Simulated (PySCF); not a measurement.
Electron correlation in S³⁺ (sulfur, charge +3)

[Ne] 3s2 3p1, 2P determinant. Calculation: PySCF 2.14, in aug-cc-pCVTZ-DK (8s7p5d3f, 75 functions); the spin-free X2C one-electron Hamiltonian (Gaussian nucleus). Frozen: 1s2; 11 electrons correlated.

| level | correlation energy (mhartree) |
| --- | --- |
| CCSD | -363.54 |
| (T) | -3.51 |
| CCSD(T) | -367.05 |

Diagnostics: T1 = 0.0062, D1 = 0.0259, largest double amplitude 0.100.

Cost of the coupled-cluster step: roughly 40 core-seconds, for 11 correlated electrons.

Iterations:

```
CC2 = 0
CCSD nocc = (np.int64(6), np.int64(5)), nmo = (74, 74)
frozen orbitals [[0], [0]]
max_cycle = 100
direct = 0
conv_tol = 1e-08
conv_tol_normt = 1e-06
diis_space = 8
diis_start_cycle = 0
Init t2, MP2 energy = -0.344168611007304
Init E_corr(UCCSD) = -0.344168611008341
cycle = 1  E_corr(UCCSD) = -0.357004058363448  dE = -0.0128354474  norm(t1,t2) = 0.0435752
cycle = 2  E_corr(UCCSD) = -0.361119813678686  dE = -0.00411575532  norm(t1,t2) = 0.0177254
cycle = 3  E_corr(UCCSD) = -0.363555893068931  dE = -0.00243607939  norm(t1,t2) = 0.00788731
cycle = 4  E_corr(UCCSD) = -0.363530388980793  dE = 2.55040881e-05  norm(t1,t2) = 0.000805114
cycle = 5  E_corr(UCCSD) = -0.363536418575773  dE = -6.02959498e-06  norm(t1,t2) = 9.77131e-05
cycle = 6  E_corr(UCCSD) = -0.363538076453483  dE = -1.65787771e-06  norm(t1,t2) = 2.06238e-05
cycle = 7  E_corr(UCCSD) = -0.363537515175087  dE = 5.61278396e-07  norm(t1,t2) = 5.19359e-06
cycle = 8  E_corr(UCCSD) = -0.363537679243702  dE = -1.64068615e-07  norm(t1,t2) = 1.17275e-06
cycle = 9  E_corr(UCCSD) = -0.363537655088564  dE = 2.41551378e-08  norm(t1,t2) = 1.8955e-07
cycle = 10  E_corr(UCCSD) = -0.363537654482621  dE = 6.05943795e-10  norm(t1,t2) = 4.10971e-08
UCCSD converged
E(UCCSD) = -396.5261660630892  E_corr = -0.3635376544826205
UCCSD(T) correction = -0.00351145799074764
```
